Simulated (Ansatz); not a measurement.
Two isomers of C2H5ClO2Si: A = `CO[Si]1(Cl)CO1`, B = `O=CC(Cl)O[SiH3]`.

Calculated with Ansatz (gas phase, PBE0-D4/def2-TZVP geometries, no zero-point term in ΔE). CBS: MP2 limit from def2 TZ/QZ plus the TZ coupled-cluster correction, frozen cores. DFT in def2-TZVPP. B3LYP here is the variant with VWN-RPA as its local correlation; programs differ in this. One conformer a species, not always the lowest.

Problem. Which isomer does CCSD(T)/CBS put lower? Give the gap. (An estimate is asked.)

Solution. Computed: A, by 45.4 kcal/mol.

Problem. Give E(B) − E(A) in kcal/mol with CCSD(T)/def2-TZVPP, CCSD/def2-TZVPP, B3LYP, MP2/def2-TZVPP, r2SCAN-D4, B2PLYP, PBE-D4. (An estimate is asked.)

Solution. The calculation gave: CCSD(T)/def2-TZVPP 43.2, CCSD/def2-TZVPP 43.6, B3LYP 41.9, MP2/def2-TZVPP 46.6, r2SCAN-D4 46.3, B2PLYP 43.4, PBE-D4 42.8. None reverses the order clearly.

Largest T1 diagnostic: 0.013.

From PBE to PBE0 (25 % exact exchange), in def2-TZVPP and without D4, E(B) − E(A) moves by +2.4 kcal/mol. In def2-TZVPP, CCSD(T) changes the Hartree–Fock value by +4.5 kcal/mol (the triples alone add −0.4 kcal/mol) and MP2 by +7.9 kcal/mol.
